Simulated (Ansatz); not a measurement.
Consider the redistribution: `[F][Al]([F])[F]` + `N[SiH2][SiH2][SeH]` → `[F][Al]([F])[SeH]` + `N[SiH2][SiH2]F`.

Calculated with Ansatz (gas phase, PBE0-D4/def2-TZVP geometries, no zero-point term in ΔE). CBS: MP2 limit from def2 TZ/QZ plus the TZ coupled-cluster correction, frozen cores. This one scheme is used for every species. DFT in def2-TZVPP. B3LYP here is the variant with VWN-RPA as its local correlation; programs differ in this. For Se outer-core shells are correlated without core-valence functions, which leaves a few kJ/mol of doubt a bond. Scalar relativity is left out up to krypton. Each species was taken in one conformer, which may not be the lowest.

```json
{"level": "PBE-D4", "ΔE (kJ/mol)": "5.1", "difference from CCSD(T)/CBS": "-0.4"}
{"level": "r2SCAN-D4", "ΔE (kJ/mol)": "2.5", "difference from CCSD(T)/CBS": "-3.0"}
{"level": "PBE0-D4", "ΔE (kJ/mol)": "4.1", "difference from CCSD(T)/CBS": "-1.4"}
{"level": "ωB97M-V", "ΔE (kJ/mol)": "0.3", "difference from CCSD(T)/CBS": "-5.2"}
{"level": "B2PLYP", "ΔE (kJ/mol)": "-0.6", "difference from CCSD(T)/CBS": "-6.1"}
{"level": "r2SCAN", "ΔE (kJ/mol)": "1.4", "difference from CCSD(T)/CBS": "-4.1"}
{"level": "B3LYP", "ΔE (kJ/mol)": "-5.5", "difference from CCSD(T)/CBS": "-11.0"}
{"level": "HF/def2-TZVPP", "ΔE (kJ/mol)": "-13.2", "difference from CCSD(T)/CBS": "-18.7"}
{"level": "SCS-MP2/def2-TZVPP", "ΔE (kJ/mol)": "4.1", "difference from CCSD(T)/CBS": "-1.4"}
{"level": "CCSD(T)/def2-TZVPP", "ΔE (kJ/mol)": "4.6", "difference from CCSD(T)/CBS": "-0.9"}
{"level": "HF/def2-QZVPP", "ΔE (kJ/mol)": "-12.3", "difference from CCSD(T)/CBS": "-17.8"}
{"level": "MP2/def2-QZVPP", "ΔE (kJ/mol)": "10.0", "difference from CCSD(T)/CBS": "4.5"}
{"level": "SCS-MP2/def2-QZVPP", "ΔE (kJ/mol)": "5.0", "difference from CCSD(T)/CBS": "-0.5"}
{"level": "HF/CBS(def2)", "ΔE (kJ/mol)": "-12.2", "difference from CCSD(T)/CBS": "-17.7"}
{"level": "MP2/CBS(def2)", "ΔE (kJ/mol)": "10.1", "difference from CCSD(T)/CBS": "4.6"}
{"level": "CCSD/CBS(def2)", "ΔE (kJ/mol)": "3.3", "difference from CCSD(T)/CBS": "-2.2"}
{"level": "CCSD(T)/CBS", "ΔE (kJ/mol)": "5.5", "difference from CCSD(T)/CBS": "0"}
```

Largest T1 diagnostic among the species: 0.013.

In def2-TZVPP, CCSD(T) changes the Hartree–Fock value by +17.8 kJ/mol (the triples alone add +2.2 kJ/mol) and MP2 by +22.4 kJ/mol. The D4 term adds +7.0 kJ/mol with B3LYP and +3.9 kJ/mol with PBE0; it sums over pairs of atoms, weighted by their polarisabilities, and B3LYP, whose exchange is more repulsive, gets the larger term.
